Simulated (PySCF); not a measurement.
Ga(H)(Me)2 (C₂H₇Ga), SMILES [CH3][GaH][CH3]. Coordinates come from a PBE0-D3(BJ)/def2-SVP optimisation. The structure was generated by enumeration; whether it is a known compound was not checked.

Give the equilibrium geometry at PBE0-D3(BJ)/def2-SVP (PySCF confirms it by a frequency run) as bond lengths and angles, and its point group. (An estimate is asked for; the answer gives what the named calculation found.)

point group Cs.
Atoms: Ga1 H2 C3 H4 H5 H6 C7 H8 H9 H10. Bonds (Å): Ga1–H2 1.581, Ga1–C3 1.970, Ga1–C7 1.970, C3–H4 1.103, C3–H5 1.100, C3–H6 1.103, C7–H8 1.103, C7–H9 1.103, C7–H10 1.100. Bond angles (°): H2–Ga1–C3 118.6, H2–Ga1–C7 118.6, C3–Ga1–C7 122.8, Ga1–C3–H4 110.1, Ga1–C3–H5 113.0, Ga1–C3–H6 110.1, H4–C3–H5 108.5, H4–C3–H6 106.4, H5–C3–H6 108.5, Ga1–C7–H8 110.1, Ga1–C7–H9 110.1, Ga1–C7–H10 113.0, H8–C7–H9 106.4, H8–C7–H10 108.5, H9–C7–H10 108.5.
Charge 0, spin multiplicity 1.
